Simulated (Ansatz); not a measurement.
Geometry optimisation of C2H6AlFSi (`F/[C]([AlH2])=C\[SiH3]`).

```yaml
crystal:
  periodic: [false, false, false]
  atoms:
    - {symbol: F, position_ang: [-0.769199, -0.062838, 1.596288]}
    - {symbol: C, position_ang: [-0.408878, 0.548489, 0.422653]}
    - {symbol: Al, position_ang: [-0.958035, 2.429884, 0.161536]}
    - {symbol: C, position_ang: [0.301702, -0.186964, -0.466676]}
    - {symbol: Si, position_ang: [0.798512, -1.979423, -0.147775]}
    - {symbol: H, position_ang: [-0.518007, 3.098345, -1.221917]}
    - {symbol: H, position_ang: [-1.786611, 3.198814, 1.288310]}
    - {symbol: H, position_ang: [0.585295, 0.317378, -1.407118]}
    - {symbol: H, position_ang: [-0.413744, -2.844134, 0.063608]}
    - {symbol: H, position_ang: [1.674667, -2.084442, 1.070419]}
    - {symbol: H, position_ang: [1.559698, -2.492109, -1.338729]}
basis:
  gaussian: {orbitals: def2-TZVP}
hamiltonian: {xc: pbe0, dispersion: d4}
relax: {f_tol: 0.005, max_steps: 150}
```

```sh
$ ansatz run in.yaml --threads 4 --pin off --events-out ev --progress --plain --max-ram 10444MiB
```

It prints (some lines left out):

```
Functional definition: PBE0
mean field -19352.43777762 eV, -711.1889707742 hartree, gradient 2.0e-5 eV, S^2 0.000000; 0 other end points of the search recorded, 0 dependent functions left out
relax step   1: F+E_penalty+E_count = -19352.63690384 eV  Δ(F+E_penalty+E_count) = +0.000e0 eV  max|allowed force component| = 5.540e-1 eV/Å  Δτ_max = 0.0000 Å  (28 SCF iters, accepted)
mean field -19352.47288221 eV, -711.1902608438 hartree, gradient 2.7e-5 eV, S^2 0.000000; 0 other end points of the search recorded, 0 dependent functions left out
relax step   2: F+E_penalty+E_count = -19352.67316850 eV  Δ(F+E_penalty+E_count) = -3.626e-2 eV  max|allowed force component| = 1.338e-1 eV/Å  Δτ_max = 0.0307 Å  (32 SCF iters, accepted)
mean field -19352.47491388 eV, -711.1903355063 hartree, gradient 2.6e-5 eV, S^2 0.000000; 0 other end points of the search recorded, 0 dependent functions left out
relax step   3: F+E_penalty+E_count = -19352.67555401 eV  Δ(F+E_penalty+E_count) = -2.386e-3 eV  max|allowed force component| = 3.580e-2 eV/Å  Δτ_max = 0.0103 Å  (33 SCF iters, accepted)
mean field -19352.47497338 eV, -711.1903376931 hartree, gradient 2.6e-5 eV, S^2 0.000000; 0 other end points of the search recorded, 0 dependent functions left out
relax step   4: F+E_penalty+E_count = -19352.67563415 eV  Δ(F+E_penalty+E_count) = -8.015e-5 eV  max|allowed force component| = 3.443e-2 eV/Å  Δτ_max = 0.0050 Å  (32 SCF iters, accepted)
mean field -19352.47513619 eV, -711.1903436761 hartree, gradient 2.6e-5 eV, S^2 0.000000; 0 other end points of the search recorded, 0 dependent functions left out
relax step   5: F+E_penalty+E_count = -19352.67578831 eV  Δ(F+E_penalty+E_count) = -1.542e-4 eV  max|allowed force component| = 1.363e-2 eV/Å  Δτ_max = 0.0060 Å  (32 SCF iters, accepted)
mean field -19352.47532879 eV, -711.1903507543 hartree, gradient 2.6e-5 eV, S^2 0.000000; 0 other end points of the search recorded, 0 dependent functions left out
relax step   6: F+E_penalty+E_count = -19352.67592918 eV  Δ(F+E_penalty+E_count) = -1.409e-4 eV  max|allowed force component| = 1.705e-2 eV/Å  Δτ_max = 0.0115 Å  (32 SCF iters, accepted)
mean field -19352.47532769 eV, -711.1903507135 hartree, gradient 1.6e-5 eV, S^2 0.000000; 0 other end points of the search recorded, 0 dependent functions left out
relax step   7: F+E_penalty+E_count = -19352.67593160 eV  Δ(F+E_penalty+E_count) = -2.419e-6 eV  max|allowed force component| = 1.630e-2 eV/Å  Δτ_max = 0.0015 Å  (23 SCF iters, accepted)
mean field -19352.47532781 eV, -711.1903507180 hartree, gradient 2.6e-5 eV, S^2 0.000000; 0 other end points of the search recorded, 0 dependent functions left out
relax step   8: F+E_penalty+E_count = -19352.67591741 eV  Δ(F+E_penalty+E_count) = +1.419e-5 eV  max|allowed force component| = 1.741e-2 eV/Å  Δτ_max = 0.0077 Å  (32 SCF iters, rejected (line search))
mean field -19352.47535763 eV, -711.1903518139 hartree, gradient 2.6e-5 eV, S^2 0.000000; 0 other end points of the search recorded, 0 dependent functions left out
relax step   9: F+E_penalty+E_count = -19352.67596565 eV  Δ(F+E_penalty+E_count) = -3.405e-5 eV  max|allowed force component| = 4.180e-3 eV/Å  Δτ_max = 0.0039 Å  (33 SCF iters, accepted)
mean field -19352.47535763 eV, -711.1903518139 hartree, gradient 7.6e-5 eV, S^2 0.000000; 1 other end points of the search recorded, 0 dependent functions left out
Total energy: -19352.67600646 eV, -711.1977255224 hartree
Atom 0 at    -0.762938    -0.063852     1.605176 Å, force     0.000002    -0.000330    -0.001663 eV/Å
Atom 1 at    -0.407704     0.541417     0.436906 Å, force     0.000762    -0.000699     0.002420 eV/Å
Atom 2 at    -0.947055     2.406898     0.155510 Å, force     0.001098     0.001696    -0.001279 eV/Å
Atom 3 at     0.288343    -0.186157    -0.438031 Å, force    -0.002824     0.003455     0.001520 eV/Å
Atom 4 at     0.793234    -1.963505    -0.150876 Å, force     0.001791    -0.004180     0.000921 eV/Å
Atom 5 at    -0.494681     3.037670    -1.223925 Å, force    -0.000164    -0.000988    -0.000293 eV/Å
Atom 6 at    -1.773096     3.192835     1.250461 Å, force    -0.000286    -0.000512     0.000073 eV/Å
Atom 7 at     0.560790     0.317267    -1.362027 Å, force    -0.000058     0.000092    -0.000590 eV/Å
Atom 8 at    -0.401154    -2.824861     0.043655 Å, force     0.000475     0.000641    -0.000484 eV/Å
Atom 9 at     1.666338    -2.075325     1.045687 Å, force    -0.000423     0.000033    -0.000836 eV/Å
Atom 10 at     1.543324    -2.439386    -1.341938 Å, force    -0.000372     0.000792     0.000211 eV/Å
Dipole moment:     0.034185     0.185845    -0.207175 e Å
```

It took 36 s on 4 threads of an Arm Neoverse V1 on a shared host, with 0.55 GiB of host memory at the peak.
